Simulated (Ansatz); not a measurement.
Program: Ansatz. Geometries: PBE0-D4/def2-TZVP. ΔE: electronic, gas phase. CBS: MP2 limit from def2 TZ/QZ plus the TZ coupled-cluster correction, frozen cores. Functionals use def2-TZVPP. One conformer a species, not always the lowest.

`BOC(C)F` → `CBC(O)F`  (isomerisation)

| level | ΔE (kJ/mol) |
| --- | --- |
| r2SCAN-D4 | 122.4 |
| SCS-MP2/def2-TZVPP | 133.4 |
| MP2/def2-QZVPP | 130.5 |
| CCSD/CBS(def2) | 127.5 |

(1) What does CCSD(T)/CBS give? (An estimate is asked.)

Largest T1 diagnostic among the species: 0.013.

Results:

(1) Computed: +127.5 kJ/mol. The listed levels differ from it by -5.1, 5.9, 3.0, 0.0 kJ/mol.

From PBE to PBE0 (25 % exact exchange), in def2-TZVPP and without D4, ΔE moves by +5.4 kJ/mol. In def2-TZVPP, CCSD(T) changes the Hartree–Fock value by −8.8 kJ/mol (the triples alone add +0.0 kJ/mol) and MP2 by −7.2 kJ/mol.
